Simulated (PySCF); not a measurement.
Gas-phase reaction: GaH3 + 4 CH3 ⇌ GaH(CH3)2 + 2 CH4

Method: PySCF energies plus ideal-gas RRHO corrections (1 bar). † marks an energy on the PBE0/def2-TZVP geometry and frequencies; other levels use their own. MP2 freezes the core. 6-31G* has spherical d functions here. Open shells (unrestricted): CH3 (multiplicity 2); the rest are closed-shell singlets. B3LYP is the form with VWN-RPA correlation. Ga: all electrons, no relativistic terms. GaH3, GaH(CH3)2: computed as isolated molecules; such fragments, hydroxides, amides, oligomers or adducts are transient or little studied in the gas. MP2 isn't extrapolated to the basis-set limit.

```
level               ΔH°(298 K), kJ
------------------  --------------
B3LYP/6-31G*                  -814
M06-2X/def2-TZVP†             -853
MP2/def2-SVP†                  ___
PBE/def2-TZVP†                 ___
PBE0/def2-TZVP                -817
r2SCAN/def2-TZVP†              ___
LDA/def2-TZVP†                -989
ωB97M-V/def2-TZVP†            -843
ωB97X-V/def2-TZVP†             ___
```

Problem. Fill in the missing entries.

Solution. 
- MP2/def2-SVP†, ΔH°(298 K), kJ: -840
- PBE/def2-TZVP†, ΔH°(298 K), kJ: -835
- r2SCAN/def2-TZVP†, ΔH°(298 K), kJ: -773
- ωB97X-V/def2-TZVP†, ΔH°(298 K), kJ: -844
